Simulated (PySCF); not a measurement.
Isomers of C6H12Ge, mass 158.015 u with the commonest isotopes. Method: PySCF, PBE0-D3(BJ)/def2-SVP geometry optimisation, gas phase. One conformer each, none proved a minimum here; rigid rotors.

Task: Order these by dipole moment, smallest first.
A. `[CH3:1][CH:2]([CH3:3])[CH2:4][C:5]#[C:6][GeH3:7]` with C1–C2–C4–C5 63°
B. `[CH2:1]=[C:2]([CH2:3][GeH3:4])[CH:5]1[CH2:6][CH2:7]1` with C1–C2–C3–Ge4 -112°, C1–C2–C5–C6 83°
C. Ge(eta1-allyl)2H2 (`C=C[CH2][GeH2][CH2]C=C`)
D. `C=[CH][Ge]([CH3])([CH3])[CH]=C` (Ge(vinyl)2Me2)

Result: D (0.17 D), B (0.56 D), C (0.79 D), A (1.08 D).

Task: Order these by radius of gyration √(Σ m r²/M), largest first.
A. `[CH3:1][CH:2]([CH3:3])[CH2:4][C:5]#[C:6][GeH3:7]` with C1–C2–C4–C5 63°
B. `[CH2:1]1[CH2:2][C@H:3]([CH:4]2[CH2:5][CH2:6]2)[GeH2:7]1` with C2–C3–C4–C5 -151°, Ge7–C1–C2–C3 19°, C1–C2–C3–C4 101°, C3–C4–C5–C6 113°, C2–C3–Ge7–C1 15°
C. `C=[CH][Ge]([CH3])([CH3])[CH]=C` (Ge(vinyl)2Me2)
D. Ge(eta1-allyl)2H2, `[H][Ge]([H])([CH2]C=C)[CH2]C=C`
E. `[CH2:1]=[C:2]([CH3:3])[C@@H:4]1[CH2:5][C@@H:6]1[GeH3:7]` with C1–C2–C4–C5 -13°
F. `[CH2:1]=[C:2]([CH2:3][GeH3:4])[CH:5]1[CH2:6][CH2:7]1` with C1–C2–C3–Ge4 -112°, C1–C2–C5–C6 83°

Result: A (2.504 Å), D (2.192 Å), F (2.013 Å), E (1.894 Å), B (1.751 Å), C (1.723 Å).

Task: Order these by rotational constant C, smallest first.
A. `[CH3:1][CH:2]([CH3:3])[CH2:4][C:5]#[C:6][GeH3:7]` with C1–C2–C4–C5 63°
B. Ge(vinyl)2Me2 (`C=[CH][Ge]([CH3])([CH3])[CH]=C`)
C. Ge(eta1-allyl)2H2 (`[H][Ge]([H])([CH2]C=C)[CH2]C=C`)
D. `[CH2:1]1[CH2:2][C@H:3]([CH:4]2[CH2:5][CH2:6]2)[GeH2:7]1` with C2–C3–C4–C5 -151°, Ge7–C1–C2–C3 19°, C1–C2–C3–C4 101°, C3–C4–C5–C6 113°, C2–C3–Ge7–C1 15°
E. `[CH2:1]=[C:2]([CH2:3][GeH3:4])[CH:5]1[CH2:6][CH2:7]1` with C1–C2–C3–Ge4 -112°, C1–C2–C5–C6 83°
F. `[CH2:1]=[C:2]([CH3:3])[C@@H:4]1[CH2:5][C@@H:6]1[GeH3:7]` with C1–C2–C4–C5 -13°

Result: A (542.6 MHz), C (688.4 MHz), E (828.0 MHz), F (1008 MHz), D (1161 MHz), B (1324 MHz).

| SMILES | point group | Ia (u·Å²) | Ib (u·Å²) | Ic (u·Å²) | κ | μa (D) | μb (D) | μc (D) |
| --- | --- | --- | --- | --- | --- | --- | --- | --- |
| CC(C)CC#[C][GeH3] | – | 123.02 | 926.63 | 931.36 | -1.00 | 1.07 | 0.13 | 0.00 |
| C=[CH][Ge]([CH3])([CH3])[CH]=C | near C2 | 253.78 | 303.08 | 381.80 | 0.03 | 0.17 | 0.02 | 0.00 |
| C=C(C)[C@@H]1C[C@@H]1[GeH3] | C1 | 198.14 | 434.40 | 501.62 | -0.80 | 0.55 | 0.50 | 0.65 |
| [H][Ge]([H])([CH2]C=C)[CH2]C=C | C2 | 63.43 | 721.32 | 734.15 | -1.00 | 0.00 | 0.79 | 0.01 |
| C=C([CH2][GeH3])C1CC1 | C1 | 166.02 | 504.63 | 610.39 | -0.84 | 0.28 | 0.14 | 0.47 |
| [CH2]1C[C@H](C2CC2)[GeH2]1 | C1 | 171.84 | 362.05 | 435.39 | -0.74 | 0.20 | 0.42 | 0.04 |
